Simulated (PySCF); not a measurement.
Molecule: Si(CF3)2(Cl)(F), SMILES FC([Si](C(F)(F)F)(F)Cl)(F)F (C₂ClF₇Si). Atoms near the plane z = 1.2 Å, at the PBE0/def2-SVP optimised geometry (x, y, z in Å): F1 (-1.0, -2.9, 1.6), C2 (-1.4, -1.6, 1.6), F3 (-2.7, -1.6, 1.6), F4 (-1.0, -1.0, 2.7), Si5 (-0.7, -0.8, 0.0), F6 (-1.3, 0.8, 0.0), Cl7 (1.3, -0.8, 0.0).

Method: PySCF with PBE0/def2-TZVP. Cells within 0.4 Å of a nucleus heavier than hydrogen are left out (blank, or x). The values are rescaled to run from 0 to 1.

```
|0000000000000000000000000000000|
|0000000000000000000000000000000|
|0000000000000000000000000000000|
|0000000000000000000000000000000|
|0000000000000000000000000000000|
|0000000000000000000000000000000|
|0000000111111000000000000000000|
|0000001222222110000000000000000|
|0000012233332211000000000000000|
|0000122334433321100000000000000|
|0000123444444322111111111000000|
|0001223445544332222222221100000|
|0001233445554433333333322210000|
|0001233445554433333444333221000|
|0112233445554444444444443321100|
|1222333445555444445555544332100|
|2333344455555544555555554432100|
|3445555556666555555666655432110|
|4566665666766655555666655432210|
|5677776677777655555666655432210|
|6788887788887665555566554432100|
|6899988888887665555555554332100|
|689999888x887655444555444322100|
|6799988788887654444444433221000|
|6788877778877654433333332211000|
|5677766678887765433332222110000|
|4556655678998765432222211000000|
|3444455678999875432111100000000|
|2333345678999875432100000000000|
|1222335678998765431000000000000|
|0011234567777654321000000000000|
```
Scale: ten equal steps from 0.000 (start of '0') to 1.00 (end of '9'), in the order '0123456789'; x runs from -3.50 to 3.50, y from -3.50 (bottom) to 3.50 (top).

Which quantity is mapped?
(A) log10 of the electron density
(B) an orbital amplitude
(C) electron localisation function
(D) deformation density (molecule minus spherical neutral atoms)

A, log10 of the electron density. In full: log10 of the electron density (e/bohr³), floored at −4.
